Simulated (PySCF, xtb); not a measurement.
CH₄OSSn, SMILES C[O][Sn][SH] (connectivity only; charge and spin as stated), neutral, multiplicity 1.

GFN2-xTB (xtb) at its own geometry gives an orbital gap of 3.53 eV and a dipole moment of 4.64 D.

Geometry optimised at B3LYP-D3(BJ)/def2-SVP. The structure was generated by enumeration; whether it is a known compound was not checked. The def2 effective core potentials stand for the cores of Sn; spin–orbit coupling is left out. One conformer was computed; it need not be the lowest.

What does PySCF with CAM-B3LYP/def2-TZVP give? (The exact figures need the calculation; the answer reports its results.)

gap 7.05 eV (levels -8.51 and -1.46 eV), dipole 1.99 D.
